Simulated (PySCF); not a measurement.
**Basis and Hamiltonian dependence of the ionisation energy of N⁺**

N⁺ [He] 2s2 2p2 (3P) → N²⁺ [He] 2s2 2p1 (2P). All values are computed (PySCF 2.14, energy differences of UHF-based or UKS calculations, no spin-orbit coupling). Values in eV.

```json
{"basis": "def2-SVP", "Hamiltonian": "non-relativistic", "functions": "14", "UHF": "29.358", "r2SCAN": "n/a", "PBE0": "n/a", "MP2 (valence)": "29.563", "CCSD(T) (valence)": "29.360", "CCSD(T) (valence and next inner shell)": "n/a"}
{"basis": "aug-cc-pVDZ", "Hamiltonian": "non-relativistic", "functions": "23", "UHF": "29.225", "r2SCAN": "30.171", "PBE0": "29.959", "MP2 (valence)": "29.462", "CCSD(T) (valence)": "29.303", "CCSD(T) (valence and next inner shell)": "n/a"}
{"basis": "x2c-TZVPPall", "Hamiltonian": "spin-free X2C", "functions": "31", "UHF": "29.203", "r2SCAN": "30.132", "PBE0": "29.906", "MP2 (valence)": "29.611", "CCSD(T) (valence)": "29.472", "CCSD(T) (valence and next inner shell)": "29.491"}
{"basis": "def2-TZVP", "Hamiltonian": "non-relativistic", "functions": "31", "UHF": "29.209", "r2SCAN": "n/a", "PBE0": "n/a", "MP2 (valence)": "29.617", "CCSD(T) (valence)": "29.477", "CCSD(T) (valence and next inner shell)": "n/a"}
{"basis": "dyall-av2z", "Hamiltonian": "non-relativistic", "functions": "42", "UHF": "29.211", "r2SCAN": "30.142", "PBE0": "29.917", "MP2 (valence)": "29.511", "CCSD(T) (valence)": "29.363", "CCSD(T) (valence and next inner shell)": "n/a"}
{"basis": "aug-cc-pVTZ", "Hamiltonian": "non-relativistic", "functions": "46", "UHF": "29.193", "r2SCAN": "30.127", "PBE0": "29.898", "MP2 (valence)": "29.612", "CCSD(T) (valence)": "n/a", "CCSD(T) (valence and next inner shell)": "n/a"}
{"basis": "aug-cc-pVTZ-DK", "Hamiltonian": "spin-free X2C", "functions": "46", "UHF": "29.186", "r2SCAN": "30.121", "PBE0": "29.892", "MP2 (valence)": "29.606", "CCSD(T) (valence)": "29.467", "CCSD(T) (valence and next inner shell)": "n/a"}
{"basis": "x2c-QZVPPall", "Hamiltonian": "spin-free X2C", "functions": "57", "UHF": "29.203", "r2SCAN": "30.133", "PBE0": "29.907", "MP2 (valence)": "29.660", "CCSD(T) (valence)": "29.518", "CCSD(T) (valence and next inner shell)": "29.553"}
{"basis": "aug-cc-pwCVTZ", "Hamiltonian": "non-relativistic", "functions": "59", "UHF": "29.189", "r2SCAN": "30.124", "PBE0": "29.900", "MP2 (valence)": "29.618", "CCSD(T) (valence)": "29.479", "CCSD(T) (valence and next inner shell)": "29.527"}
{"basis": "dyall-av3z", "Hamiltonian": "spin-free X2C", "functions": "71", "UHF": "29.203", "r2SCAN": "30.136", "PBE0": "29.909", "MP2 (valence)": "29.623", "CCSD(T) (valence)": "29.484", "CCSD(T) (valence and next inner shell)": "n/a"}
{"basis": "dyall-acv3z", "Hamiltonian": "non-relativistic", "functions": "76", "UHF": "29.209", "r2SCAN": "30.141", "PBE0": "29.915", "MP2 (valence)": "29.629", "CCSD(T) (valence)": "29.490", "CCSD(T) (valence and next inner shell)": "29.522"}
{"basis": "aug-cc-pVQZ-DK", "Hamiltonian": "spin-free X2C", "functions": "80", "UHF": "29.199", "r2SCAN": "30.128", "PBE0": "29.904", "MP2 (valence)": "29.659", "CCSD(T) (valence)": "29.516", "CCSD(T) (valence and next inner shell)": "n/a"}
{"basis": "aug-cc-pVQZ", "Hamiltonian": "non-relativistic", "functions": "80", "UHF": "29.205", "r2SCAN": "30.134", "PBE0": "29.910", "MP2 (valence)": "29.665", "CCSD(T) (valence)": "29.521", "CCSD(T) (valence and next inner shell)": "n/a"}
{"basis": "cc-pV5Z", "Hamiltonian": "non-relativistic", "functions": "91", "UHF": "29.208", "r2SCAN": "30.135", "PBE0": "29.913", "MP2 (valence)": "29.683", "CCSD(T) (valence)": "n/a", "CCSD(T) (valence and next inner shell)": "n/a"}
```

Extrapolation of MP2 (valence) from aug-cc-pVTZ and aug-cc-pVQZ: the correlation parts are 0.419 and 0.460 eV; with the X⁻³ form and unrounded values, (4³ × 0.460 − 3³ × 0.419)/(4³ − 3³) = 0.489 eV, and adding the Hartree-Fock value 29.205 eV of the larger basis gives 29.695 eV.

Extrapolation of CCSD(T) (valence) from aug-cc-pVTZ-DK and aug-cc-pVQZ-DK: the correlation parts are 0.281 and 0.317 eV; with the X⁻³ form and unrounded values, (4³ × 0.317 − 3³ × 0.281)/(4³ − 3³) = 0.344 eV, and adding the Hartree-Fock value 29.199 eV of the larger basis gives 29.543 eV.

Frozen in the all-electron rows: valence: 1s2; valence and next inner shell: nothing.

Between the lowest levels the reference is 29.601 eV (semi-empirical (NIST evaluation); NIST Atomic Spectra Database, ionization energies); it includes spin-orbit coupling, which these numbers lack.
